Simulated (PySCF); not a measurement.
C2H5FO2Si, SMILES C[Si@H](F)OC=O. Heavy atoms are numbered as in [CH3:1][Si@H:2]([F:3])[O:4][CH:5]=[O:6]. Hydrogens are named by the atom that carries them.

The structure is a stationary point at B3LYP-D3(BJ)/def2-SVP. The structure was generated by enumeration; whether it is a known compound was not checked. One conformer was computed; it need not be the lowest.

Calculation: HF/pcSseg-1 (PySCF).

GIAO shieldings, no solvent; atoms alike by connectivity are averaged. δ = σ(ref) − σ: ¹³C against TMS (σ = 192.6 ppm); ²⁹Si against TMS (σ = 393.8 ppm); ¹⁹F against CFCl3 (σ = 238.5 ppm); ¹⁷O against H2O (σ = 333.0 ppm); ¹H against TMS (σ = 31.99 ppm), references at their B3LYP-D3(BJ)/def2-TZVP geometries, non-relativistic.

| atoms | nucleus | count | δ (ppm) |
|---|---|---|---|
| C5 (CH) | ¹³C | 1 | 172.3 |
| C1 (CH3) | ¹³C | 1 | ? |
| Si2 (SiH) | ²⁹Si | 1 | -5.1 |
| F3 | ¹⁹F | 1 | ? |
| O6 | ¹⁷O | 1 | ? |
| O4 | ¹⁷O | 1 | 193.1 |
| H on C5 | ¹H | 1 | ? |
| H on Si2 | ¹H | 1 | 5.05 |
| H on C1 | ¹H | 3 | 0.98 |

Q: What belongs in the gaps? (The exact figures need the calculation; the answer reports its results.)

A: 
- H on C5, δ (ppm): 8.04
- O6, δ (ppm): 460.4
- F3, δ (ppm): -138.7
- C1 (CH3), δ (ppm): 0.6
